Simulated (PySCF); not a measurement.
Species: C₉H₇N.
SMILES with atom numbers: `[cH:1]1[cH:2][cH:3][c:4]2[n:5][cH:6][cH:7][cH:8][c:9]2[cH:10]1` (hydrogens: H11 on C1; H12 on C2; H13 on C3; H14 on C6; H15 on C7; H16 on C8; H17 on C10)

Structure used (PBE0-D3(BJ)/def2-SVP), in Å, numbered top down from 1:
```
atom  x, y, z in Å
C1    -2.256    0.832    0.030
C2    -2.375   -0.571   -0.115
C3    -1.255   -1.368   -0.160
C4     0.039   -0.795   -0.060
N5     1.118   -1.615   -0.108
C6     2.309   -1.078   -0.016
C7     2.544    0.312    0.131
C8     1.465    1.159    0.182
C9     0.158    0.622    0.086
C10   -1.015    1.417    0.128
H11   -3.156    1.449    0.063
H12   -3.368   -1.021   -0.193
H13   -1.318   -2.452   -0.271
H14    3.164   -1.765   -0.058
H15    3.567    0.687    0.203
H16    1.597    2.239    0.295
H17   -0.916    2.500    0.241
```

Jobs on this species (17 atoms, 68 electrons) with PySCF (density fitting). Hardware of each: Arm Neoverse V1, one thread, shared host. Other jobs ran on the host; a repeat could differ by tens of per cent or more.

```tsv
level and settings	work	basis functions	SCF cycles	wall time
PBE0/pcSseg-1	shieldings, charges and field gradients	205	?	?
B97-2/pcSseg-1	shieldings	205	?	?
PBE0-D3(BJ)/def2-SVP, grid level 1	geometry optimisation from a GFN2-xTB start	175	21	43 s
CAM-B3LYP/def2-SVPD	10 singlets by full TDDFT, 4 Tamm–Dancoff triplets, polarisability, ΔSCF ions	256	13	6.6 min
```

Problem. Fill in the missing figures.

Solution. 
- PBE0/pcSseg-1; shieldings, charges and field gradients: 30 s, 14 SCF cycles
- B97-2/pcSseg-1; shieldings: 31 s, 14 SCF cycles

Problem. What do all jobs in the table cost together?

Solution. About 8.3 min; the longest takes about 79 % of that, and about 13 times as long as the shortest.
